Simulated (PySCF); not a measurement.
A species of formula C5H4F2 has this rotational fingerprint, computed with PBE0-D3(BJ)/def2-SVP geometry optimisation, gas phase (PySCF):

- Rotational constants: A = 5736, B = 1699, C = 1368 MHz
- Dipole components: |μa| = 0.12 D, |μb| = 1.42 D, |μc| = 0.90 D
- Inertial defect: -16.12 u·Å²
- κ: -0.85

Question: Which candidate fits, each taken in the one conformer that was computed?
A. `FC1=CCC=C1F`
B. `[CH2:1]=[C:2]1[CH:3]=[C:4]1[CH:5]([F:6])[F:7]` with C3–C4–C5–F6 -8°
C. `[CH:1]#[C:2]/[C:3]([F:4])=[CH:5]\[CH2:6][F:7]` with C3–C5–C6–F7 -125°

Answer: B. It is C=C1C=C1C(F)F, an asymmetric top, point group C1. The candidates at the same level (rigid rotor, commonest isotopes):

```tsv
SMILES	A (MHz)	B (MHz)	C (MHz)	μa (D)	μb (D)	μc (D)	Δ (u·Å²)	point group	rotor
C=C1C=C1C(F)F	5736	1699	1368	0.12	1.42	0.90	-16.12	C1	asymmetric top
C#C/C(F)=C\CF	3972	1658	1225	0.64	1.40	1.26	-19.64	C1	asymmetric top
FC1=CCC=C1F	3737	3144	1726	2.50	0.00	0.00	-3.14	C2v	asymmetric top
```

`C#C/C(F)=C\CF` has A 31 % too low; `FC1=CCC=C1F` has B 85 % too high. No structure here is proved a minimum.
